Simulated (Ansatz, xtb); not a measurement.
**C3H8BrGeN: which of two isomers lies lower**

Structure X: `C=[C](C)[Ge@H]([NH2])[Br]`, a singlet. Structure Y: `C=C[CH2][Ge@H]([NH2])[Br]`, a singlet. Both are isolated molecules in the gas phase, relaxed with PBE0-D3(BJ)/def2-SVP; each stands in its lowest conformer found.

X (Å):

```xyz
14

C     0.4079    1.5850    0.9101
C    -0.0183    0.3300    0.7200
C    -1.4065   -0.1391    1.0241
Br    0.1310   -2.2007   -1.6112
Ge    1.2684   -0.9357    0.0076
N     2.6724   -0.0096   -0.6873
H    -0.2613    2.3557    1.3125
H     1.4340    1.8861    0.6784
H    -2.0342    0.6828    1.4009
H    -1.8829   -0.5648    0.1264
H    -1.4002   -0.9409    1.7816
H     1.8238   -1.9708    0.9967
H     2.4316    0.6063   -1.4602
H     3.4694   -0.5797   -0.9571
```

Y (Å):

```csv
atom,x (Å),y (Å),z (Å)
C,0.4745,0.8860,-0.3765
C,1.5353,0.5224,0.3496
C,1.5654,-0.6053,1.3249
Br,0.5052,-3.1394,-0.7374
Ge,2.2845,-2.2175,0.4776
N,3.6778,-1.7356,-0.5882
H,-0.4888,0.3759,-0.2776
H,0.5353,1.7053,-1.0971
H,2.4832,1.0558,0.2055
H,0.5618,-0.8578,1.6975
H,2.2122,-0.3809,2.1880
H,2.7632,-3.3210,1.4330
H,4.1545,-2.5081,-1.0462
H,3.4346,-1.0412,-1.2913
```

Task: Estimate E(Y) − E(X) at the level CCSD(T)/def2-SVP + ΔMP2/def2-TZVPP.

Result: Too close to call at this level: CCSD(T)/def2-SVP + ΔMP2/def2-TZVPP gives E(Y) − E(X) = +0.018 eV.

How the difference moves with the method:

```json
{"level": "PBE0-D3(BJ)/def2-SVP", "geometry": "PBE0-D3(BJ)/def2-SVP", "E(Y) − E(X) (eV)": "+0.026", "departure from the last row (eV)": "+0.008", "job, with rough time for the two": "optimisation, 3 min"}
{"level": "HF/def2-SVP", "geometry": "PBE0-D3(BJ)/def2-SVP", "E(Y) − E(X) (eV)": "+0.032", "departure from the last row (eV)": "+0.014", "job, with rough time for the two": "part of the CCSD(T) run"}
{"level": "MP2/def2-SVP", "geometry": "PBE0-D3(BJ)/def2-SVP", "E(Y) − E(X) (eV)": "+0.039", "departure from the last row (eV)": "+0.022", "job, with rough time for the two": "part of the CCSD(T) run"}
{"level": "CCSD(T)/def2-SVP", "geometry": "PBE0-D3(BJ)/def2-SVP", "E(Y) − E(X) (eV)": "+0.038", "departure from the last row (eV)": "+0.021", "job, with rough time for the two": "single point"}
{"level": "CCSD(T)/def2-SVP + ΔMP2/def2-TZVPP", "geometry": "PBE0-D3(BJ)/def2-SVP", "E(Y) − E(X) (eV)": "+0.018", "departure from the last row (eV)": "", "job, with rough time for the two": "single point, 2.7 min"}
```

As drawn, both hold the same kinds of bond in the same numbers. Structure X has 1 methyl group, Y 0.

The largest departure from CCSD(T)/def2-SVP + ΔMP2/def2-TZVPP is that of MP2/def2-SVP, 0.022 eV. Levels run at GFN2-xTB geometries aren't shown. The last row adds to CCSD(T) the change of the MP2 difference between the two basis sets, here −0.021 eV.

With thermal terms from frequencies at re-optimised GFN2-xTB minima (ideal gas, soft modes damped towards free rotors, one conformer each, 298.15 K, 1 atm): the zero-point term adds −0.003 eV; ΔH is +0.010 and ΔG +0.011 eV.

The correlated steps freeze 22 core orbitals; the filled d shell of Br and Ge is correlated, in a basis made for valence electrons. Programs: Ansatz 0.2.0, xtb 6.7.1; the last row on 4 threads of Arm Neoverse V1 on a shared host.
